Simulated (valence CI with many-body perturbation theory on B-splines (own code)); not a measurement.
The numbers below are computed, except where a source is named.
Ba³⁴⁺: what each term of the Hamiltonian does

Level of theory: relativistic CI+MBPT: four valence electrons over a frozen Dirac-Fock core [Ar], a basis of 9 s, 9 p, 10 d, 8 f, 5 g, 3 h, 1 i functions for each j, with the one-electron correlation potential Σ1 (screened to all orders), the two-electron term Σ2, the three-electron term Σ3, Breit, model QED; selected single and double excitations, second order for the rest (own B-spline code, finite nucleus).

The last digits are not significant, and no measured levels were compared; by estimate large intervals hold to a few tenths of a per cent, small ones and those within an open d or f shell to about a per cent. Only levels of the ground parity were solved; by the run's estimate the other parity begins above the list, which can be wrong where configurations are misplaced.

Each rung adds one term. CI alone is the Dirac-Coulomb CI over the frozen core; QED comes last and gives the full result, which names the levels. Energies are above (3d3/2^4) J=0 on the same rung, in cm⁻¹.

Levels are named by their leading jj configuration (3d3/2^4 stands for four electrons in 3d with j = 3/2), which in mixed levels can hold well under half, so a name can repeat and another be missing. Letters in brackets count levels of one name in rising energy.

| Level | CI alone | Σ1 | Σ2 | Σ3 | Breit | QED | Full |
| --- | --- | --- | --- | --- | --- | --- | --- |
| (3d3/2^3 3d5/2) J=1 | 102885 | +915 | +2532 | +847 | -4675 | +426 | 102931 |
| (3d3/2^3 3d5/2) J=2 | 161136 | +1225 | +2384 | +834 | -7643 | +555 | 158491 |
| (3d3/2^3 3d5/2) J=4 | 178471 | +1012 | +2386 | -325 | -9543 | +443 | 172443 |
| (3d3/2^3 3d5/2) J=3 | 188183 | +1237 | +1893 | +396 | -8512 | +551 | 183750 |
| (3d3/2^2 3d5/2^2) J=0 [a] | 263663 | +1807 | +2461 | -286 | -8006 | +813 | 260452 |
| (3d3/2^2 3d5/2^2) J=4 [a] | 278765 | +1885 | +4783 | +474 | -13026 | +845 | 273727 |
| (3d3/2^2 3d5/2^2) J=2 [a] | 292790 | +1645 | +604 | +1157 | -8496 | +720 | 288418 |
| (3d3/2^2 3d5/2^2) J=3 [a] | 296446 | +1785 | +2309 | +367 | -10279 | +786 | 291414 |
| (3d3/2^2 3d5/2^2) J=5 | 320665 | +1898 | +4694 | +213 | -15117 | +833 | 313186 |
| (3d3/2^2 3d5/2^2) J=1 | 330923 | +1980 | +347 | +1003 | -10103 | +869 | 325019 |
| (3d3/2^2 3d5/2^2) J=6 | 339584 | +1937 | +5822 | -66 | -18413 | +845 | 329708 |
| (3d3/2^2 3d5/2^2) J=4 [b] | 364462 | +1985 | +1941 | -908 | -14583 | +856 | 353753 |
| (3d3/2^2 3d5/2^2) J=2 [b] | 371594 | +1988 | -1435 | +734 | -12158 | +857 | 361581 |
| (3d3/2^2 3d5/2^2) J=3 [b] | 372974 | +1890 | -1588 | +121 | -11984 | +808 | 362221 |
| (3d3/2 3d5/2^3) J=4 [a] | 423667 | +2609 | +3496 | +483 | -15585 | +1151 | 415821 |
| (3d3/2^2 3d5/2^2) J=2 [c] | 431257 | +2142 | -729 | +769 | -10776 | +909 | 423572 |
| (3d3/2 3d5/2^3) J=3 [a] | 454461 | +2767 | +3039 | +59 | -14493 | +1224 | 447057 |
| (3d3/2 3d5/2^3) J=5 | 483338 | +2885 | +4628 | -19 | -19841 | +1272 | 472263 |
| (3d3/2 3d5/2^3) J=1 [a] | 484720 | +2778 | +175 | -551 | -13029 | +1218 | 475311 |

The middle columns are the shifts that each term adds.

Question: How does the ionisation energy move along the ladder, and which term matters most?

Answer: CI alone 2246.7, + Σ1 2249.2, + Σ2 2257.3, + Σ3 2257.4, + Breit 2255.9, + QED 2256.0 eV. The largest step is Σ2, 8.0 eV. NIST lists 2256 ± 5 eV (theoretical).
